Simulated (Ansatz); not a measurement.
Cartesian coordinates in Å:
```
C -0.2518 -0.6287 1.7338
Sb -0.9735 -0.8361 -0.2866
N 0.7725 -1.6574 -0.9689
Si -0.4296 1.6264 -0.8624
H -0.9387 -0.0084 2.3110
H -0.1999 -1.6222 2.1785
H 0.7398 -0.1766 1.7380
H 1.5414 -1.0002 -1.0205
H 0.6560 -2.0693 -1.8861
H 0.9948 1.9121 -0.5205
H -1.2931 2.5718 -0.1003
H -0.6178 1.8886 -2.3160
```

Total charge 0; spin multiplicity 1. Sb takes the def2 core potential.

Task: List the PBE/def2-TZVPP orbital energies in eV (the Gaussian-basis code of Ansatz). (An estimate is asked.)

Result: The calculation gave: Occupied: -1779.42, -380.08, -268.86, -149.37, -137.20, -102.29, -102.24, -102.14, -93.93, -93.92, -93.91, -32.68, -32.63, -32.55, -32.52, -32.48, -20.69, -17.20, -13.77, -12.40, -11.60, -10.01, -9.92, -8.60, -8.44, -8.38, -7.38, -5.87, -5.64. Lowest empty: -1.43, -0.93, -0.28, 0.23, 0.41, 0.83, 1.42, 1.73.
